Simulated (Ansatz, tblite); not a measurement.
Species of one formula, Pt$_{20}$ (singlet), each relaxed with PBE-D4/def2-SVP in Ansatz.

In the def2 sets Pt takes a core potential; there is no spin–orbit coupling. The xTB rows come from tblite. Single mean-field runs in def2-SVP, def2-TZVP are fitted with def2-universal-jkfit.

Run but left out: HF/def2-SVP, MP2/def2-SVP (A: restricted singlet, unstable towards broken spin symmetry).

A: The restricted singlet is unstable towards broken spin symmetry in Hartree–Fock (as tested in another run); at PBE-D4/def2-SVP, PBE-D4/def2-TZVP, BLYP-D4/def2-TZVP, r2SCAN-D4/def2-TZVP and others this wasn't settled. B: The restricted singlet is unstable towards broken spin symmetry in Hartree–Fock (as tested in another run); at PBE-D4/def2-SVP, PBE-D4/def2-TZVP, BLYP-D4/def2-TZVP, r2SCAN-D4/def2-TZVP and others this wasn't settled.

Other spin states weren't relaxed.

A: Pt20 (started as a model of: Pt20 tetrahedron)

Cartesian coordinates in Å:
```
Pt -1.4707 -2.0290 4.0756
Pt -1.2665 -2.4314 1.4873
Pt -1.1815 -2.6937 -1.0461
Pt -0.8804 -2.9837 -3.6416
Pt 0.7304 -1.0786 2.9024
Pt 0.9146 -1.5992 0.2749
Pt 1.0298 -1.6626 -2.4239
Pt 2.7219 -0.1457 1.6473
Pt 2.8696 -0.5000 -1.1054
Pt 4.7083 0.8711 0.1681
Pt -1.7744 0.1034 2.5660
Pt -1.8362 -0.3248 -0.1015
Pt -1.4963 -0.5339 -2.7599
Pt 0.3644 1.1368 1.4346
Pt 0.5418 0.7883 -1.5953
Pt 2.3629 2.0368 -0.0263
Pt -2.1363 2.0598 0.9707
Pt -1.9585 1.7584 -1.7891
Pt 0.0756 3.0889 -0.4070
Pt -2.3186 4.1391 -0.6308
```

B: Pt20 (started as a model of: Pt20 flat piece)

Cartesian coordinates in Å:
```
Pt -2.552 4.603 3.022
Pt -1.517 3.433 1.063
Pt -0.233 3.932 -1.018
Pt 1.841 2.686 -1.734
Pt 3.571 3.685 -3.244
Pt -3.470 2.335 2.470
Pt -1.692 0.782 1.302
Pt 0.559 1.830 0.385
Pt 2.168 0.183 -0.933
Pt 3.773 1.226 -2.792
Pt -3.694 -0.164 2.655
Pt -1.646 -1.789 1.919
Pt 0.205 -0.727 0.465
Pt 1.415 -2.262 -1.201
Pt 3.145 -1.194 -2.957
Pt -4.073 -2.430 1.578
Pt -2.304 -4.318 1.754
Pt -0.360 -3.397 0.339
Pt 1.597 -4.742 -0.689
Pt 3.267 -3.672 -2.385
```

Problem. Estimate their order by electronic energy at PBE0-D4/def2-TZVP, counted from the lowest.

Solution. A (0.0) < B (128.0), in kcal/mol.

Problem. Do the other levels pick the same lowest one?

Solution. Not GFN1-xTB. Energies above each level's lowest (kcal/mol):

```csv
level,A,B
GFN1-xTB,10.1,0.0
GFN2-xTB,0.0,170.8
PBE-D4/def2-SVP,0.0,117.8
PBE-D4/def2-TZVP,0.0,114.6
BLYP-D4/def2-TZVP,0.0,98.5
r2SCAN-D4/def2-TZVP,0.0,102.7
PBE0-D4/def2-SVP,0.0,131.1
PBE0-D4/def2-TZVP,0.0,128.0
```
Point groups (tolerance 0.1 Å): A not assigned, B not assigned. From def2-SVP to def2-TZVP the PBE0 values move by up to 3.1 kcal/mol, so results in the small set are rough.
